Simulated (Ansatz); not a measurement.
System: 1-methylselanylbutane, C5H12Se, net charge 0, singlet state. 
Coordinates optimised at B3LYP-D3(BJ)/def2-TZVP (Ansatz, a quantum-chemistry and plane-wave program):
```
C
H 1 1.0905
H 1 1.0905 2 108.60
C 1 1.5206 2 111.02 3 -122.32
H 4 1.0943 1 109.53 2 -177.75
H 4 1.0943 5 106.45 1 -118.34
C 4 1.5291 5 109.32 6 -117.97
H 7 1.0946 4 109.21 5 -64.02
H 7 1.0946 8 106.25 4 117.68
C 7 1.5260 8 109.62 9 118.37
H 10 1.0914 7 111.41 8 -58.13
H 10 1.0925 11 107.79 7 -122.07
H 10 1.0925 11 107.79 12 -115.86
Se 1 1.9726 2 107.67 3 116.32
C 14 1.9613 1 96.79 2 -58.46
H 15 1.0879 14 106.99 1 -180.00
H 15 1.0880 16 109.49 14 119.40
H 15 1.0880 16 109.49 17 121.20
```
Charge 0, spin multiplicity 1.

Total electronic energies in hartree. Cores are frozen in the correlated levels unless marked. Spin-orbit coupling is left out. The frozen core is the preceding noble-gas configuration, with the filled d and f shells of earlier blocks. No relativistic terms. Basis-set limits of correlation are two-point, X^-3; Hartree-Fock from the larger set. The bracket is a focal-point correction in the basis named.

```
level                                                     program  energy (Eh)
-------------------------------------------------  --------------  -----------
HF/6-31G                                                   Ansatz  -2595.72860
HF/6-31G*                                                  Ansatz  -2595.86441
SVWN5/def2-TZVPD                                           Ansatz  -2594.08892
PBE0-D3(BJ)/def2-TZVP                              Ansatz + dftd3  -2598.86413
PBE0/def2-TZVPD                                            Ansatz  -2598.85251
BHLYP/def2-TZVPD                                           Ansatz          [?]
B2GP-PLYP-D3(BJ)/def2-TZVPD                        Ansatz + dftd3  -2598.58658
B2PLYP-D3(BJ)/def2-TZVPD                           Ansatz + dftd3  -2598.77608
RPA@PBE/cc-pVQZ                                            Ansatz  -2598.13261
CCSD/cc-pVDZ                                               Ansatz  -2597.07624
CCSD/cc-pVQZ                                               Ansatz  -2597.46809
CCSD(T)/STO-3G                                             Ansatz  -2567.97918
CCSD(T)/aug-cc-pVDZ                                        Ansatz  -2597.15953
RI-MP2/CBS(cc-pVTZ,cc-pVQZ)+[CCSD(T)-MP2]/cc-pVDZ          Ansatz   -2597.5710
CCSD(T)/CBS(cc-pVTZ,cc-pVQZ)                               Ansatz   -2597.5624
```

**Question.** What belongs in the gaps?

**Answer.** 
- BHLYP/def2-TZVPD, energy (Eh): -2599.23853
